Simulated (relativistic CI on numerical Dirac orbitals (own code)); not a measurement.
# Ru⁷⁺: resonant inelastic scattering at the M2,3 edge

Computed with this model: Dirac-Coulomb-Breit CI, separate exchange-only KLI orbitals for each configuration, model QED (radiative potential, 1s self-energy scaled to tabulated hydrogen-like ionisation energies), Kramers-Heisenberg scattering through one core-hole configuration in a parametric crystal field, unscaled Slater integrals; configurations [Kr] 4d → [Ne] 3s2 3p5 3d10 4s2 4p6 4d2; 80 K; core-hole width 1.2 eV; summed over polarisations. Incident energies are the highest absorption maxima for each field (at most a few, so the weaker spin-orbit partner edge can be absent), on the computed scale of the free ion. Intensities are in per cent of the strongest line above 0.02 eV; levels within 1 cm⁻¹ are merged; final levels count from the ground level, the first row holds all elastic scattering, lines under 0.4 are left out and each table stops after 24 rows. The scale of the Slater integrals is a model choice and moves the terms in proportion.

Field parameters in Wybourne normalisation: Oh B⁴₀ = 21Dq, B⁴₄ = √(5/14) B⁴₀. The field is a parameter set, without covalency.

S is read from ⟨S²⟩ = S(S + 1).

Oh, 10Dq = 8500 cm⁻¹:

```
Final level (eV)  Degeneracy  Irrep     S  478.7 eV  479.6 eV  499.5 eV
           0.000           4     Γ8  0.50     951.8    1050.5     176.9
           0.369           2     Γ7  0.50      58.1      51.1      11.9
           1.267           4     Γ8  0.50      58.6     100.0       7.0
```

Oh, 10Dq = 19250 cm⁻¹:

| Final level (eV) | Degeneracy | Irrep | S | 476.9 eV | 478.9 eV | 480.1 eV |
| --- | --- | --- | --- | --- | --- | --- |
| 0.000 | 4 | Γ8 | 0.50 | 372.5 | 773.1 | 467.8 |
| 0.341 | 2 | Γ7 | 0.50 | 38.5 | 76.1 | 42.7 |
| 2.544 | 4 | Γ8 | 0.50 | 7.4 | 100.0 | 69.4 |

For the first field the strongest loss at the lowest incident energy is the level at 1.27 eV (S = 0.50, against 0.50 in the thermal ground state).
